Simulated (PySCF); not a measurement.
Compound: C7H5FO.
Atom-mapped SMILES: `[O:1]=[CH:2][c:3]1[cH:4][cH:5][cH:6][cH:7][c:8]1[F:9]` (hydrogens: H10 on C2; H11 on C4; H12 on C5; H13 on C6; H14 on C7)

Structure optimised with GFN2-xTB, isolated species.

What internal coordinates does the optimisation give?

```
  bond  length (Å)     order
 O1=C2       1.204    double
 C2–C3       1.471    single
 C3–C4       1.396  aromatic
 C4–C5       1.380  aromatic
 C5–C6       1.388  aromatic
 C6–C7       1.385  aromatic
 C7–C8       1.382  aromatic
 C8–F9       1.346    single
 C3–C8       1.395  aromatic
C2–H10       1.105    single
C4–H11       1.080    single
C5–H12       1.079    single
C6–H13       1.079    single
C7–H14       1.079    single
```

Orders are formal, as drawn. A selection of angles:
```
   angle  degrees
O1–C2–C3    124.5
C2–C3–C4    120.3
C2–C3–C8    121.7
C4–C3–C8    118.0
C3–C4–C5    120.8
C4–C5–C6    120.0
C5–C6–C7    120.4
C6–C7–C8    119.0
C7–C8–F9    118.7
C3–C8–C7    121.8
C3–C8–F9    119.5
```

Torsions: O1–C2–C3–C4 0° (synperiplanar).

The 9 heavy atoms lie in one plane (0.000 Å rms). The C–C distances run from 1.380 Å (C4–C5, aromatic) to 1.471 Å (C2–C3, drawn single), a spread of 0.091 Å. Of the pairs four or more bonds apart, F9···H10 is among the closest relative to their van der Waals radii: 2.42 Å, 91 % of the sum of Bondi's values. The 6-membered ring C3–C4–C5–C6–C7–C8 has internal angles of 118.0° to 121.8°; it is planar, 0.00 Å rms from its mean plane, widest ring torsion 0°.

Point group: Cs (tolerance 0.08 Å). No GFN2-xTB frequencies stand behind this structure, so it isn't proved a minimum. One conformer, not necessarily the lowest.

All values are computed, not measured.
